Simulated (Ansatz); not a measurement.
Reaction (ligand exchange at the Si–O bond): `O[Si](O)(O)[O][Ti]([Cl])([Cl])[Cl]` + `O[SiH2]F` → `O[Si](O)(O)O[SiH2]F` + `[OH][Ti]([Cl])([Cl])[Cl]`

Program: Ansatz. Geometries: PBE0-D4/def2-TZVP. ΔE: electronic, gas phase. CBS: MP2 limit from def2 TZ/QZ plus the TZ coupled-cluster correction, frozen cores. DFT in def2-TZVPP. HSE06 is defined as in plane-wave codes. For Ti outer-core shells are correlated without core-valence functions, which leaves a few kJ/mol of doubt a bond. Scalar relativity is left out up to krypton. One conformer a species, not always the lowest.

(1) Is it downhill or uphill in electronic energy at CCSD(T)/CBS, and by how much? (Estimate.)

(2) What do these levels give: BLYP-D4, r2SCAN0-D4, revPBE, r2SCANh, r2SCAN0, HSE06, LC-ωPBE, CCSD/def2-SVP, MP2/def2-TZVPP, SCS-MP2/def2-TZVPP, CCSD/def2-TZVPP, HF/def2-QZVPP? (Best estimate.)

Largest T1 diagnostic among the species: 0.024, so the coupled-cluster value is less sure than usual.

Results:

(1) The calculation gave: Uphill: ΔE = +0.11 eV.

(2) Ansatz gave: BLYP-D4 0.14, r2SCAN0-D4 0.09, revPBE 0.09, r2SCANh 0.08, r2SCAN0 0.07, HSE06 0.08, LC-ωPBE 0.05, CCSD/def2-SVP 0.17, MP2/def2-TZVPP 0.15, SCS-MP2/def2-TZVPP 0.13, CCSD/def2-TZVPP 0.12, HF/def2-QZVPP 0.03 eV.

At CCSD(T), def2-SVP lies +0.07 eV from the extrapolated value and def2-TZVPP +0.03 eV. In def2-TZVPP, CCSD(T) changes the Hartree–Fock value by +0.10 eV (the triples alone add +0.03 eV) and MP2 by +0.12 eV.
